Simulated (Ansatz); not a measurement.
Reaction (substitution at a C–C bond): `CC(=O)CCC=C(C)C` + `CBO` → `CBOC(C)=O` + `CCC=C(C)C`

Calculated with Ansatz (gas phase, PBE0-D4/def2-TZVP geometries, no zero-point term in ΔE). CCSD(T)/CBS adds triple-zeta CCSD(T) − MP2 to the extrapolated MP2 energy (def2 sets, frozen cores). DFT in def2-TZVPP. Each species was taken in one conformer, which may not be the lowest.

```json
{"species": "`CC(=O)CCC=C(C)C`", "BLYP-D4 energy (Eh)": "-388.49792"}
{"species": "`CBO`", "BLYP-D4 energy (Eh)": "-141.25378"}
{"species": "`CBOC(C)=O`", "BLYP-D4 energy (Eh)": "-293.93162"}
{"species": "`CCC=C(C)C`", "BLYP-D4 energy (Eh)": "-235.82539"}
```

Task: Work out ΔE.

Result: ΔE = (-293.93162) + (-235.82539) − (-388.49792) − (-141.25378) = -0.00531 Eh = -13.9 kJ/mol. CCSD(T)/CBS gives -6.1 kJ/mol.

Largest T1 diagnostic among the species: 0.014.

The D4 term adds +5.5 kJ/mol with B3LYP and +3.3 kJ/mol with PBE0; it sums over pairs of atoms, weighted by their polarisabilities, and B3LYP, whose exchange is more repulsive, gets the larger term. Leaving LDA and LC-ωPBE aside and taking each functional with its dispersion term where it has one, the values, not all of them listed here, spread over 5.4 kJ/mol, from r2SCAN-D4 to revPBE-D4. LDA lies +3.3 kJ/mol from PBE without D4. In def2-TZVPP, CCSD(T) changes the Hartree–Fock value by +17.9 kJ/mol (the triples alone add +1.0 kJ/mol) and MP2 by +20.3 kJ/mol.

B3LYP here is the variant with VWN-RPA as its local correlation; programs differ in this.
